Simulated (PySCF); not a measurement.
**Spin-Hamiltonian simulation**

Molecule: SMILES CC(=O)c1ccncc1, C₇H₇NO.

Geometry (Å), atoms numbered from 1 in this order:
```xyz
16

C    -2.3979    0.6231   -0.5677
C    -1.5822   -0.5008    0.0144
O    -2.0932   -1.5311    0.3886
C    -0.0938   -0.3180    0.1253
C     0.6670   -1.3641    0.6537
C     2.0448   -1.2017    0.7612
N     2.6851   -0.0949    0.3863
C     1.9611    0.8999   -0.1165
C     0.5752    0.8431   -0.2696
H    -3.4534    0.3274   -0.5803
H    -2.0678    0.8555   -1.5922
H    -2.2798    1.5408    0.0293
H     0.1643   -2.2806    0.9686
H     2.6639   -2.0074    1.1717
H     2.5091    1.7999   -0.4181
H     0.0420    1.6976   -0.6900
```

- PBE0-D3(BJ)/def2-SVP structure
- J: B3LYP/pcJ-1 (without the spin–dipole term)
- σ from GIAO-PBE/pcSseg-1
- code: PySCF
- averaged over atoms made equivalent by symmetry, fast rotation or ring inversion, no solvent, relativity neglected, a single conformation

Shifts are taken against calculated references (same method and geometry level): TMS for $^{1}$H.

The 4-spin Hamiltonian (Zeeman plus full scalar coupling among like nuclei) was diagonalised exactly; lines are Lorentzian, 0.5 Hz wide, and the maxima above 3 % are listed with the tallest set to 100.

Peak list at 500 MHz for the spins H13/H14/H15/H16:
δ in ppm (height): 8.997 (98), 8.994 (38), 8.993 (40), 8.987 (40), 8.986 (38), 8.983 (100), 7.517 (100), 7.514 (38), 7.513 (40), 7.507 (40), 7.506 (38), 7.503 (98)

**Question.** Extract the chemical shifts and coupling constants behind this pattern (give the signs of the calculation).

**Answer.** 
Shifts (ppm): H13/H16 7.51, H14/H15 8.99.
Couplings (Hz): H13–H14, H15–H16: 5.7; H13–H15, H14–H16: 1.0; H13–H16: 1.5; H14–H15: -0.8.
These are the parameters used. A line list fixes at most the relative signs, and those only where coupling is strong; other parameter sets or atom labellings may fit too, and couplings well below the line width leave little trace. Those between chemically equivalent but magnetically inequivalent protons (AA′, BB′) do shape the pattern.

Unscaled 3J(H,H) at this level run about 10 % above measured values.
